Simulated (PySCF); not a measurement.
C5H8Si.
Bonds: C1–C2, C2–C3 (double), C3–C4, C4–C5 (double), C5–Si6, C2–Si6. Hydrogens: H7, H8, H9 on C1; H10 on C3; H11 on C4; H12 on C5; H13, H14 on Si6.

The same species was optimised twice, with GFN2-xTB and with PBE0-D3(BJ)/def2-SVP (PySCF), and the same property calculations (PySCF, gas phase) were run on both structures.

| coordinate | GFN2-xTB | PBE0-D3(BJ)/def2-SVP | change |
| --- | --- | --- | --- |
| C3–C4 (Å) | 1.455 | 1.477 | +0.022 |
| C5–Si6 (Å) | 1.883 | 1.869 | -0.014 |
| C4=C5 (Å) | 1.339 | 1.351 | +0.012 |
| C2=C3 (Å) | 1.341 | 1.353 | +0.012 |
| C2–Si6 (Å) | 1.897 | 1.888 | -0.009 |
| C1–C2 (Å) | 1.489 | 1.491 | +0.002 |
| C2–Si6–C5 (°) | 89.1 | 93.3 | +4.2 |
| C3–C2–Si6 (°) | 108.6 | 105.4 | -3.2 |
| C4–C5–Si6 (°) | 109.2 | 106.1 | -3.1 |
| C1–C2–Si6 (°) | 126.8 | 129.3 | +2.5 |
| C2–C3–C4 (°) | 116.6 | 117.7 | +1.1 |
| C3–C4–C5 (°) | 116.5 | 117.6 | +1.1 |
| C1–C2–C3 (°) | 124.6 | 125.3 | +0.7 |

Rotational constants: A = 4637, B = 2868, C = 1830 MHz (GFN2-xTB) against A = 4804, B = 2758, C = 1809 MHz (PBE0-D3(BJ)/def2-SVP).

On the GFN2-xTB structure: lowest singlet, TDDFT (eV) 4.28 [CAM-B3LYP/def2-SVPD]; lowest triplet, Tamm–Dancoff (eV) 2.58 [CAM-B3LYP/def2-SVPD]; isotropic polarisability (au) 81.8 [CAM-B3LYP/def2-SVPD]; HOMO (eV) -7.61 [CAM-B3LYP/def2-SVPD]; LUMO (eV) -0.19 [CAM-B3LYP/def2-SVPD]; dipole (D) 0.40 [CAM-B3LYP/def2-SVPD]; HOMO (eV) -6.38 [PBE0/pcSseg-1]; LUMO (eV) -1.32 [PBE0/pcSseg-1]; dipole (D) 0.44 [PBE0/pcSseg-1]; GIAO shielding of C1 (ppm) 163.7 [PBE0/pcSseg-1]; GIAO shielding of C2 (ppm) 34.8 [PBE0/pcSseg-1]; GIAO shielding of C3 (ppm) 37.2 [PBE0/pcSseg-1]; GIAO shielding of C4 (ppm) 29.5 [PBE0/pcSseg-1]; GIAO shielding of C5 (ppm) 55.9 [PBE0/pcSseg-1]; GIAO shielding of Si6 (ppm) 396.8 [PBE0/pcSseg-1].

Task: What do these properties become on the PBE0-D3(BJ)/def2-SVP structure?

Result: 
```json
{"property": "lowest singlet, TDDFT (eV)", "level": "CAM-B3LYP/def2-SVPD", "on GFN2-xTB": "4.28", "on PBE0-D3(BJ)/def2-SVP": "4.34", "change": "+0.06"}
{"property": "lowest triplet, Tamm–Dancoff (eV)", "level": "CAM-B3LYP/def2-SVPD", "on GFN2-xTB": "2.58", "on PBE0-D3(BJ)/def2-SVP": "2.62", "change": "+0.04"}
{"property": "isotropic polarisability (au)", "level": "CAM-B3LYP/def2-SVPD", "on GFN2-xTB": "81.8", "on PBE0-D3(BJ)/def2-SVP": "83.6", "change": "+1.8"}
{"property": "HOMO (eV)", "level": "CAM-B3LYP/def2-SVPD", "on GFN2-xTB": "-7.61", "on PBE0-D3(BJ)/def2-SVP": "-7.74", "change": "-0.13"}
{"property": "LUMO (eV)", "level": "CAM-B3LYP/def2-SVPD", "on GFN2-xTB": "-0.19", "on PBE0-D3(BJ)/def2-SVP": "-0.29", "change": "-0.10"}
{"property": "dipole (D)", "level": "CAM-B3LYP/def2-SVPD", "on GFN2-xTB": "0.40", "on PBE0-D3(BJ)/def2-SVP": "0.61", "change": "+0.21"}
{"property": "energy, GFN2-xTB geometry as zero (kcal/mol)", "level": "CAM-B3LYP/def2-SVPD", "on GFN2-xTB": "0.0", "on PBE0-D3(BJ)/def2-SVP": "-2.1", "change": "-2.1"}
{"property": "HOMO (eV)", "level": "PBE0/pcSseg-1", "on GFN2-xTB": "-6.38", "on PBE0-D3(BJ)/def2-SVP": "-6.52", "change": "-0.14"}
{"property": "LUMO (eV)", "level": "PBE0/pcSseg-1", "on GFN2-xTB": "-1.32", "on PBE0-D3(BJ)/def2-SVP": "-1.42", "change": "-0.10"}
{"property": "dipole (D)", "level": "PBE0/pcSseg-1", "on GFN2-xTB": "0.44", "on PBE0-D3(BJ)/def2-SVP": "0.59", "change": "+0.15"}
{"property": "energy, GFN2-xTB geometry as zero (kcal/mol)", "level": "PBE0/pcSseg-1", "on GFN2-xTB": "0.0", "on PBE0-D3(BJ)/def2-SVP": "-1.8", "change": "-1.8"}
{"property": "GIAO shielding of C1 (ppm)", "level": "PBE0/pcSseg-1", "on GFN2-xTB": "163.7", "on PBE0-D3(BJ)/def2-SVP": "163.1", "change": "-0.6"}
{"property": "GIAO shielding of C2 (ppm)", "level": "PBE0/pcSseg-1", "on GFN2-xTB": "34.8", "on PBE0-D3(BJ)/def2-SVP": "34.6", "change": "-0.2"}
{"property": "GIAO shielding of C3 (ppm)", "level": "PBE0/pcSseg-1", "on GFN2-xTB": "37.2", "on PBE0-D3(BJ)/def2-SVP": "33.3", "change": "-3.9"}
{"property": "GIAO shielding of C4 (ppm)", "level": "PBE0/pcSseg-1", "on GFN2-xTB": "29.5", "on PBE0-D3(BJ)/def2-SVP": "25.5", "change": "-4.0"}
{"property": "GIAO shielding of C5 (ppm)", "level": "PBE0/pcSseg-1", "on GFN2-xTB": "55.9", "on PBE0-D3(BJ)/def2-SVP": "53.8", "change": "-2.1"}
{"property": "GIAO shielding of Si6 (ppm)", "level": "PBE0/pcSseg-1", "on GFN2-xTB": "396.8", "on PBE0-D3(BJ)/def2-SVP": "394.7", "change": "-2.1"}
```

The heavy atoms differ by 0.036 Å rms after alignment. Among bonds between heavy atoms C3–C4 changes most (+0.022 Å). Changes are differences of the printed values. Neither structure is proved a minimum here.
